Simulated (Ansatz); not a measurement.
`[AlH2][NH]P[SiH3]`, charge 0, multiplicity 1.

Give a relaxed structure at PBE0-D4/def2-TZVP (Ansatz). (Estimate.)

Computed: 
Z-matrix (Å, degrees):
```
Si
P 1 2.257
H 1 1.487 2 109.0
H 1 1.492 2 111.5 3 -119.3
H 1 1.488 2 109.6 3 119.7
N 2 1.716 1 101.4 3 76.0
H 2 1.428 1 93.5 3 178.8
Al 6 1.786 2 124.6 1 -133.2
H 6 1.012 2 116.1 1 45.0
H 8 1.578 6 118.2 2 -1.5
H 8 1.583 6 116.2 2 178.3
```
This is one stationary point; other conformers may exist.
